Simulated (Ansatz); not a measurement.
`F[SiH2][S][AlH2]` + orthosilicic acid → `O[Si](O)(O)O[SiH2]F` + `[AlH2][SH]`  (ligand exchange at the Si–S bond)

Calculated with Ansatz (gas phase, PBE0-D4/def2-TZVP geometries, no zero-point term in ΔE). CCSD(T)/CBS adds triple-zeta CCSD(T) − MP2 to the extrapolated MP2 energy (def2 sets, frozen cores). This one scheme is used for every species. Functionals use def2-TZVPP. One conformer a species, not always the lowest.

`F[SiH2][S][AlH2]`:

```xyz
8

F    -1.720   -1.293   -0.375
Si   -1.358    0.053    0.410
S     0.511   -0.138    1.384
Al    1.808   -0.034   -0.377
H    -1.354    1.145   -0.589
H    -2.387    0.258    1.453
H     1.147    0.244   -1.784
H     3.352   -0.233   -0.121
```

`O[Si](O)(O)O`:

Cartesian coordinates in Å:
```
O -0.099 -0.131 -1.623
Si 0.000 0.000 0.000
O -0.606 1.466 0.381
O 1.505 -0.053 0.627
O -0.800 -1.282 0.614
H 0.065 0.666 -2.128
H -0.369 1.817 1.240
H 1.890 -0.922 0.744
H -1.586 -1.562 0.144
```

`O[Si](O)(O)O[SiH2]F`:

```xyz
12

O     0.932    0.909    1.576
Si    0.224    0.936    0.112
O    -0.786    2.190   -0.135
O     1.392    1.044   -1.014
O    -0.634   -0.442    0.033
Si   -0.560   -2.055   -0.094
F    -0.702   -2.456   -1.631
H     1.612    1.563    1.744
H    -1.644    2.162    0.291
H     1.137    1.360   -1.882
H    -1.713   -2.639    0.621
H     0.742   -2.572    0.378
```

`[AlH2][SH]`:

Z-matrix (Å, degrees):
```
Al
S 1 2.181
H 1 1.579 2 116.5
H 1 1.581 2 118.9 3 -180.0
H 2 1.344 1 93.7 3 180.0
```

```json
{"level": "PBE-D4", "ΔE (kJ/mol)": "-41.6", "difference from CCSD(T)/CBS": "14.7"}
{"level": "r2SCAN-D4", "ΔE (kJ/mol)": "-52.9", "difference from CCSD(T)/CBS": "3.4"}
{"level": "PBE-QIDH", "ΔE (kJ/mol)": "-51.5", "difference from CCSD(T)/CBS": "4.8"}
{"level": "revPBE", "ΔE (kJ/mol)": "-41.7", "difference from CCSD(T)/CBS": "14.6"}
{"level": "BLYP", "ΔE (kJ/mol)": "-59.1", "difference from CCSD(T)/CBS": "-2.8"}
{"level": "r2SCAN", "ΔE (kJ/mol)": "-52.3", "difference from CCSD(T)/CBS": "4.0"}
{"level": "HF/def2-TZVPP", "ΔE (kJ/mol)": "-78.5", "difference from CCSD(T)/CBS": "-22.2"}
{"level": "MP2/def2-TZVPP", "ΔE (kJ/mol)": "-55.3", "difference from CCSD(T)/CBS": "1.0"}
{"level": "SCS-MP2/def2-QZVPP", "ΔE (kJ/mol)": "-60.6", "difference from CCSD(T)/CBS": "-4.3"}
{"level": "HF/CBS(def2)", "ΔE (kJ/mol)": "-81.5", "difference from CCSD(T)/CBS": "-25.2"}
{"level": "CCSD(T)/CBS", "ΔE (kJ/mol)": "-56.3", "difference from CCSD(T)/CBS": "0"}
```

Largest T1 diagnostic among the species: 0.012.

From PBE to PBE0 (25 % exact exchange), in def2-TZVPP and without D4, ΔE moves by −4.6 kJ/mol. Leaving LDA and LC-ωPBE aside and taking each functional with its dispersion term where it has one, the values, not all of them listed here, spread over 25.9 kJ/mol, from BHLYP-D4 to revPBE-D4.
